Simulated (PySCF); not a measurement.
Compound: C7H9OPS.
Cartesian coordinates in Å at the GFN2-xTB level; atoms count from 1:
```xyz
19
C7H9OPS angstrom
C      3.233   -1.393    0.393
S      1.432   -1.597    0.509
C      0.909   -0.002   -0.009
O      1.859    0.888   -0.318
C      1.309    2.055   -0.694
P     -0.395    2.119   -0.686
C     -0.382    0.429   -0.130
C     -1.565   -0.391    0.160
C     -2.805   -0.203   -0.670
C     -2.784    0.265    0.746
H      3.662   -2.341    0.700
H      3.507   -1.167   -0.633
H      3.553   -0.599    1.061
H      2.014    2.823   -0.959
H     -1.321   -1.395    0.488
H     -3.388   -1.075   -0.922
H     -2.764    0.544   -1.451
H     -2.730    1.330    0.925
H     -3.354   -0.280    1.482
```

Mayer bond orders were computed from the PBE0/pcSseg-1 density (PySCF). The structure is a single GFN2-xTB conformer in the gas phase; no vibrational or solvent corrections.

Problem. The orders 0.94, 1.04, 1.13, 1.56 belong to the bonds C5–P6, P6–C7, C7–C8, C10–C8, in another order. Match them.

Solution. C10–C8 0.94; C7–C8 1.04; P6–C7 1.13; C5–P6 1.56.

Problem. Set the orders of all bonds between heavy atoms beside their lengths and the difference of the Hirshfeld charges at their ends.

Solution. 
```
  bond  Mayer order  length (Å)  q(first) − q(second) (e)
 C5–P6        1.561       1.705                    -0.108
 C7–C3        1.534       1.367                    -0.125
 P6–C7        1.130       1.780                    +0.146
 O4–C5        1.059       1.345                    +0.014
 C7–C8        1.036       1.468                    -0.046
 S2–C3        1.017       1.756                     0.000
 C3–O4        1.015       1.338                    +0.074
 C1–S2        1.001       1.816                    -0.148
C9–C10        0.970       1.492                     0.000
 C8–C9        0.937       1.504                    +0.040
C10–C8        0.937       1.504                    -0.040
```

Mayer orders depend on the basis set.
